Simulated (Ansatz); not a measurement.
Computed with Ansatz on PBE0-D4/def2-TZVP structures; ΔE is electronic, products minus reactants. CCSD(T)/CBS adds triple-zeta CCSD(T) − MP2 to the extrapolated MP2 energy (def2 sets, frozen cores). This one scheme is used for every species. Functionals use def2-TZVPP. B3LYP here is the variant with VWN-RPA as its local correlation; programs differ in this. Each species was taken in one conformer, which may not be the lowest.

Reaction (ligand exchange at the Si–O bond): `OCO[SiH2]O` + `O[Si](O)(O)O` → `O[SiH2]O[Si](O)(O)O` + `OCO`

```json
{"level": "r2SCAN-D4", "ΔE (eV)": "-0.23"}
{"level": "ωB97M-V", "ΔE (eV)": "-0.23"}
{"level": "PBE", "ΔE (eV)": "-0.20"}
{"level": "B3LYP", "ΔE (eV)": "-0.22"}
{"level": "MP2/def2-TZVPP", "ΔE (eV)": "-0.22"}
{"level": "HF/def2-QZVPP", "ΔE (eV)": "-0.28"}
{"level": "HF/CBS(def2)", "ΔE (eV)": "-0.28"}
{"level": "CCSD/CBS(def2)", "ΔE (eV)": "-0.25"}
```

(1) What does CCSD(T)/CBS give? (Best estimate.)

Largest T1 diagnostic among the species: 0.012.

Answers

(1) Computed: -0.24 eV. The listed levels differ from it by 0.01, 0.01, 0.04, 0.02, 0.02, -0.04, -0.04, -0.01 eV.

The D4 term adds −0.03 eV with B3LYP and −0.02 eV with PBE0; it sums over pairs of atoms, weighted by their polarisabilities, and B3LYP, whose exchange is more repulsive, gets the larger term. In def2-TZVPP, CCSD(T) changes the Hartree–Fock value by +0.03 eV (the triples alone add +0.01 eV) and MP2 by +0.04 eV.
